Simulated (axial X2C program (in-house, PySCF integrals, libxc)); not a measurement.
**Correcting the dissociation energy of SnS⁺ for spin–orbit coupling**

A spin-free PBE0 curve (one-electron X2C) was computed with an axial X2C code built on PySCF integrals, basis Sn dyall-cv3z [11s12p9d4f1g], S dyall-av3z [9s8p3d2f] (cores contracted in-house), for the state M_S = 1/2, Λ = 1 (beyond evenly filled blocks: π+α, π+β, π-α). It gives D0 = 3.056 eV to Sn+ + S, which in a spin-free picture are the weighted means of the ground terms.

Measured levels of the ground terms (NIST Handbook of Basic Atomic Spectroscopic Data), in cm⁻¹: Sn+ 2P: J = 1/2 at 0, J = 3/2 at 4251.5; S 3P: J = 2 at 0, J = 1 at 396.1, J = 0 at 573.6.

The two components of the molecular doublet are 748 cm⁻¹ apart in the PBE0 2c search (Ω = 3/2 lower), so the lower one lies 374 cm⁻¹ under their mean.

Problem. How far does each ground level lie under the (2J+1)-weighted mean of its term?

Solution. Sn+: (2 × 0 + 4 × 4251.5)/6 = 2834 cm⁻¹; S: (5 × 0 + 3 × 396.1 + 1 × 573.6)/9 = 196 cm⁻¹.

Problem. Correct D0.

Solution. D0 = 3.056 + (374 − 3030)/8065.5 = 2.727 eV at PBE0 with these spin–orbit terms.

Second-order spin–orbit effects in the molecule, which grow quickly with Z, are left out. The state is one determinant whose occupation by symmetry is held fixed; it was picked as the lowest of a PBE0 search that is not exhaustive. Dissociation energies refer to the lowest single-determinant-based atoms at the same level and basis. Without a current term, density functionals place determinants with orbital angular momentum somewhat too high.
